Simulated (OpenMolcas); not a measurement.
Ta4+ (d1) in a complex was computed by SS-CASPT2, IPEA 0.25 Eh, imaginary shift 0.1 Eh with the d shell active (OpenMolcas, ANO-RCC-VDZP on the metal). Its lowest spin-free states, and all those of the highest spin:

```
2S+1  Degeneracy  E (cm-1)
   2           1         0
   2           1     13480
   2           2     21640
   2           1     26000
```

Q: Is the site octahedral, tetrahedral or cube-like, axial, or of lower symmetry?

A: The states with 2S+1 = 2 have orbital degeneracies 1, 1, 2, 1. There are pairs but no triples, so the site is axial: not cubic, but with a proper or improper axis of order three or more. The run had Ta4+ with 4 ligands (water) in tetrahedral coordination (D2d) at 1.91 Å. Ligand basis ANO-RCC-VDZP.

The least metal-like active orbital is 70 % on the metal (Löwdin) and no ligand orbital is active, so the numbers are rough. Ligand-to-metal charge-transfer states are missing. With one d shell and no ligand orbital active, 10Dq can be off by a tenth or more. No measured value stands beside these numbers; the geometry is a model, was not optimised and need not be the one that this ion takes.
